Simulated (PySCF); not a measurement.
## Levels of Sr²⁵⁺ from EOM-EA-GCCSD

Reference: closed-shell Sr²⁶⁺, [Ne] 3s2; one electron is added. Calculated with PySCF 2.14, two-component X2C-1e with screened spin-orbit coupling, an even-tempered Gaussian basis (18 s from 1.2 bohr⁻², ratio 2.6; 13 p from 1.6 bohr⁻², ratio 2.6; 6 d from 1.7 bohr⁻², ratio 2.8; 4 f from 25 bohr⁻², ratio 2.8); frozen 1s2; the 48 highest virtual spinors dropped; of the others 56 kept and the rest restored at second order. No Breit or QED terms. Binding energies in eV.

```
level  Koopmans  second order  EOM-CCSD
3p1/2    1219.7        1221.7    1221.4
3p3/2    1203.5        1205.5    1205.4
3d5/2    1105.4   near a pole    1102.1
```

Electric-dipole lines between these computed levels:

```csv
lower,upper,ΔE (eV),vacuum wavelength (nm)
3p3/2,3d5/2,103.30,12.00
```

In EOM-CCSD the overlap with the one-orbital guess is low for 3d5/2 (weight 0.84). That can mean mixing with two-particle, one-hole states, where second order and EOM-CCSD lose accuracy, or only a rotation among the degenerate components of the shell; the terms of those configurations are not listed.

For comparison, the ionisation energy of Sr²⁵⁺ is 1211 ± 6 eV (semi-empirical (NIST evaluation); NIST Atomic Spectra Database, ionization energies).

Only part of the computed levels is shown.
